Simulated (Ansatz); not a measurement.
Consider the formal hydrolysis of a Ge–B bond: `[BH2][GeH2][SiH2][SiH3]` + H₂O → `[OH][GeH2][SiH2][SiH3]` + BH₃.

Program: Ansatz. Geometries: PBE0-D4/def2-TZVP. ΔE: electronic, gas phase. CCSD(T)/CBS adds triple-zeta CCSD(T) − MP2 to the extrapolated MP2 energy (def2 sets, frozen cores). This one scheme is used for every species. DFT in def2-TZVPP. For Ge outer-core shells are correlated without core-valence functions, which leaves a few kJ/mol of doubt a bond. Scalar relativity is left out up to krypton. One conformer a species, not always the lowest.

(1) Is it downhill or uphill in electronic energy at CCSD(T)/CBS, and by how much? (Best estimate.)

(2) What do these levels give: PBE0-D4, ωB97M-V, r2SCAN, PBE0, CCSD(T)/def2-TZVPP, MP2/def2-QZVPP? (Estimate.)

Largest T1 diagnostic among the species: 0.013.

Answers

(1) Ansatz gave: Downhill: ΔE = -0.08 eV.

(2) The calculation gave: PBE0-D4 -0.04, ωB97M-V -0.17, r2SCAN -0.12, PBE0 -0.06, CCSD(T)/def2-TZVPP -0.14, MP2/def2-QZVPP -0.13 eV.

In def2-TZVPP, CCSD(T) changes the Hartree–Fock value by +0.27 eV (the triples alone add +0.02 eV) and MP2 by +0.24 eV. The D4 term adds +0.03 eV with B3LYP and +0.02 eV with PBE0; it sums over pairs of atoms, weighted by their polarisabilities, and B3LYP, whose exchange is more repulsive, gets the larger term.

B3LYP here is the variant with VWN-RPA as its local correlation; programs differ in this.
